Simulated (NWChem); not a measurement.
C3H5NO2; SMILES O=C/N=C/OC

```xyz
11

C     -0.5064    -2.3242     0.1077
O      0.6943    -1.5521    -0.0872
C      0.5561    -0.2357    -0.1388
N     -0.5761     0.3625    -0.0769
C     -0.5302     1.7655    -0.0575
O      0.3794     2.4492     0.3690
H     -0.1820    -3.3646     0.1114
H     -1.2114    -2.1354    -0.7055
H     -0.9764    -2.0590     1.0579
H      1.5210     0.2615    -0.2607
H     -1.4593     2.2117    -0.4533
```
Atoms are numbered in this order, from 1.

Computed with NWChem. Pople sets run with spherical d functions. All runs use the structure optimised with B3LYP/6-31G* (spherical d). Level: PBE0/6-31G* with COSMO at NWChem's default radii, gas-phase geometry; rows give the dielectric constant.

For dielectric constant 4.8:

- electrostatic solvation energy (kcal/mol): -5.5
- dipole in solution (D): 3.75

How do the values read with dielectric constant 25.0 instead?


| Property | Value |
|---|---|
| electrostatic solvation energy (kcal/mol) | -6.8 |
| dipole in solution (D) | 3.90 |
